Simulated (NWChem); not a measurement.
Molecule: CH₄GeO, singlet; SMILES C[O][GeH]

```xyz
7

Ge     0.0039    -0.8140     0.0000
H     -1.5810    -0.4700     0.0000
O      0.5311     0.8843     0.0000
C     -0.2417     2.0486     0.0000
H     -0.0077     2.6588     0.8893
H     -0.0077     2.6588    -0.8893
H     -1.3265     1.8325     0.0000
```
Atoms are numbered in this order, from 1.

Program: NWChem. Low-valent species are run as closed-shell singlets; no triplet was tried in these runs. All runs use the structure optimised with PBE0/def2-SVP.

Problem. Taking PBE0/pcseg-2 as the yardstick, which of these has the fewest basis functions while keeping “highest occupied level (eV)” within 0.2 eV of it: PBE0/pcseg-1; PBE0/def2-SVP; PBE0/STO-3G; PBE0/aug-pcseg-1?

Solution. PBE0/pcseg-1.
```
level             basis functions  highest occupied level (eV)
----------------  ---------------  ---------------------------
PBE0/STO-3G                    32                        -3.43
PBE0/pcseg-1                   75                        -6.92
PBE0/def2-SVP                  80                        -6.82
PBE0/aug-pcseg-1              118                        -6.94
PBE0/pcseg-2                  159                        -6.91
```

The yardstick is one finite set, not the basis-set limit.
